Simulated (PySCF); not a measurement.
Radial density of Kr⁺ (krypton, charge +1)

MN15, [Ar] 3d10 4s2 4p5, 2P determinant. All numbers are calculated (PySCF 2.14, the non-relativistic Hamiltonian (point nucleus), in def2-SVP).

| r (bohr) | 4πr²ρ (e/bohr) | 4πr²(ρα − ρβ) |
| --- | --- | --- |
| 0.000777 | 0.2268 | 0.0000 |
| 0.00131 | 0.6268 | 0.0000 |
| 0.00220 | 1.675 | 0.0000 |
| 0.00370 | 4.231 | 0.0000 |
| 0.00622 | 10.01 | 0.0000 |
| 0.0105 | 20.87 | 0.0002 |
| 0.0176 | 35.68 | 0.0014 |
| 0.0296 | 44.15 | 0.0073 |
| 0.0498 | 38.24 | 0.0271 |
| 0.0837 | 41.31 | 0.0563 |
| 0.141 | 52.73 | 0.0274 |
| 0.237 | 32.32 | 0.0042 |
| 0.398 | 36.41 | 0.1376 |
| 0.670 | 21.51 | 0.0023 |
| 1.13 | 5.969 | 0.4803 |
| 1.90 | 3.833 | 0.5534 |
| 3.19 | 0.5318 | 0.0856 |
| 5.36 | 0.003846 | 0.0006 |
